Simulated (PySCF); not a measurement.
## Atomic charges by several schemes

CH9OPSi2.
Cartesian coordinates in Å at the GFN2-xTB level; atoms count from 1:
```
atom  x, y, z in Å
C1     1.952   -1.303    0.355
O2     0.647   -1.065   -0.077
Si3    0.003    0.352   -0.558
Si4   -2.237   -0.213   -0.603
P5     0.727    1.955    0.863
H6     1.959   -2.234    0.924
H7     2.306   -0.486    0.990
H8     2.624   -1.399   -0.502
H9     0.623    0.784   -1.831
H10   -2.526   -1.401   -1.406
H11   -2.818   -0.443    0.726
H12   -2.997    0.895   -1.192
H13   -0.124    2.930    0.383
H14   -0.140    1.625    1.891
```

Density: PBE0/pcSseg-1 (PySCF); schemes: Mulliken, IAO, Hirshfeld and ESP-fitted. The structure is a single GFN2-xTB conformer in the gas phase; no vibrational or solvent corrections.

Problem. For which atoms does the sign change between the 4 schemes (beyond +0.03 e in one, beyond −0.03 e in another)?

Solution. Si4.

Problem. Which atoms carry the lowest charge in the Mulliken, IAO, Hirshfeld and ESP-fitted schemes?

Solution. The schemes don't all agree: Mulliken O2 (-0.638); IAO O2 (-0.640); Hirshfeld O2 (-0.231); ESP-fitted P5 (-0.400).

Problem. Give the atomic charges in each scheme.

Solution. In e:

```tsv
atom	environment	Mulliken	IAO	Hirshfeld	ESP-fitted
C1	methoxy carbon	-0.015	-0.197	-0.034	-0.079
O2	silyl ether oxygen	-0.638	-0.640	-0.231	-0.347
Si3	oxygen-bound silicon	+0.531	+0.700	+0.283	+0.511
Si4	SiH3 silicon	+0.182	+0.278	+0.210	-0.067
P5	three-coordinate phosphorus	-0.266	-0.128	-0.025	-0.400
H6	methyl hydrogen	+0.121	+0.154	+0.050	+0.098
H7	methyl hydrogen	+0.112	+0.128	+0.032	+0.087
H8	methyl hydrogen	+0.106	+0.136	+0.044	+0.071
H9	Si–H hydrogen	-0.070	-0.139	-0.089	-0.089
H10	Si–H hydrogen	-0.052	-0.089	-0.068	+0.003
H11	Si–H hydrogen	-0.059	-0.092	-0.070	-0.003
H12	Si–H hydrogen	-0.077	-0.109	-0.083	-0.038
H13	P–H hydrogen	+0.065	+0.003	-0.007	+0.128
H14	P–H hydrogen	+0.060	-0.004	-0.011	+0.125
```

Mean size of the charges over all atoms: IAO 0.200 e, Mulliken 0.168 e, ESP-fitted 0.146 e, Hirshfeld 0.088 e. Each set sums to the total charge, 0, to within 0.001 e. The Hirshfeld scheme weights the molecular density at each point by an atom's share of the summed free-atom densities.

Problem. Sum the charges by element, for elements with more than one atom.

Solution. 
| element | atoms | Mulliken | IAO | Hirshfeld | ESP-fitted |
| --- | --- | --- | --- | --- | --- |
| Si | 2 | +0.713 | +0.978 | +0.493 | +0.445 |
| H | 9 | +0.205 | -0.013 | -0.203 | +0.381 |

Problem. How closely do the schemes follow one another over all atoms?

Solution. Correlation coefficient and root-mean-square difference: Mulliken with IAO 0.96, 0.088 e; IAO with Hirshfeld 0.95, 0.172 e; Mulliken with Hirshfeld 0.89, 0.150 e; Mulliken with ESP-fitted 0.88, 0.116 e; IAO with ESP-fitted 0.81, 0.167 e; Hirshfeld with ESP-fitted 0.68, 0.156 e.

Problem. How many electrons does the Mulliken scheme count on Si4?

Solution. Z − q = 14 − (+0.182) = 13.818.
